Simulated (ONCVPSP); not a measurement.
**sulfur: variants of one ONCV potential**

Base potential:

S, optimised norm-conserving Vanderbilt (ONCV), made with ONCVPSP 4.0.1 (LDA (Perdew-Zunger), scalar-relativistic). Core [Ne], reference 3s2 3p4. Waves: 3s: rc 1.30 bohr, ncon 5, nbas 9, qcut 5.1 1/bohr, 3 projectors, debl 3.8 Ha; 3p: rc 1.30 bohr, ncon 5, nbas 8, qcut 5.9 1/bohr, local; d scattering state at 0.26 Ha: rc 1.35 bohr, ncon 3, nbas 7, qcut 6.2 1/bohr, 1 projector. Local part: the p channel. Core correction: polynomial model core, fcfact 0.6.

All-electron outer shells of the reference configuration (LDA (Perdew-Zunger), scalar-relativistic, ld1.x):

```tsv
shell	level (eV)	outermost node (bohr)	outermost maximum (bohr)
2s	-210.79	0.13	0.39
2p	-156.52	–	0.33
3s	-17.28	0.60	1.40
3p	-7.11	0.58	1.59
```

Cutoffs, loose and tight: the cutoffs (Ha) at which the residual kinetic energy of the hardest occupied pseudo-wave falls to 1 and 0.1 mHa per electron. They do not see the model core or the augmentation charge, which bear on the density cutoff. Test errors are all-electron minus pseudo excitation energies from the reference, over the configurations 3s2 3p3; 3s2 3p2; 3s2 3p1; 3s1 3p5. A dash means not determined; rows that change the core or the reference have their own tests.

A true bound ghost makes a file unfit for plane-wave use even where its test errors are small: the radial tests pick states by their node count and pass the ghost by.

```json
{"change": "base", "outcome": "generated", "cutoff, loose": "52 Ha", "cutoff, tight": "109 Ha", "bound ghosts": "s", "GHOST(+) flags above zero": "s", "largest test error (meV)": "+57"}
{"change": "s: qcut 3", "outcome": "generated", "cutoff, loose": "52 Ha", "cutoff, tight": "109 Ha", "bound ghosts": "s", "GHOST(+) flags above zero": "s", "largest test error (meV)": "+60"}
{"change": "s: qcut 3.8", "outcome": "generated", "cutoff, loose": "52 Ha", "cutoff, tight": "108 Ha", "bound ghosts": "s", "GHOST(+) flags above zero": "s", "largest test error (meV)": "+59"}
{"change": "s: qcut 4.3", "outcome": "generated", "cutoff, loose": "52 Ha", "cutoff, tight": "108 Ha", "bound ghosts": "s", "GHOST(+) flags above zero": "s", "largest test error (meV)": "+58"}
{"change": "s: qcut 5", "outcome": "generated", "cutoff, loose": "52 Ha", "cutoff, tight": "108 Ha", "bound ghosts": "s", "GHOST(+) flags above zero": "s", "largest test error (meV)": "+57"}
{"change": "s: qcut 6.9", "outcome": "generated", "cutoff, loose": "52 Ha", "cutoff, tight": "109 Ha", "bound ghosts": "s", "GHOST(+) flags above zero": "none", "largest test error (meV)": "+53"}
{"change": "s: qcut 7.7", "outcome": "generated", "cutoff, loose": "52 Ha", "cutoff, tight": "108 Ha", "bound ghosts": "s", "GHOST(+) flags above zero": "none", "largest test error (meV)": "+53"}
```

Q: What comes out with this change to the base: s: qcut 5.8?

A: outcome: generated; cutoff, loose: 52 Ha; cutoff, tight: 115 Ha; bound ghosts: s; GHOST(+) flags above zero: s; largest test error (meV): +57.

Q: What comes out with this change to the base: s: qcut 6.4?

A: outcome: generated; cutoff, loose: 52 Ha; cutoff, tight: 114 Ha; bound ghosts: s; GHOST(+) flags above zero: none; largest test error (meV): +52.

Reading the sweep of the qcut of the s channel (base included, trends over the rows without a ghost): Bound ghosts are found at 3, 3.8, 4.3, 5, 5.1, 5.8, 6.4, 6.9, 7.7 1/bohr. Every judged row has one, so this setting neither creates nor removes them.
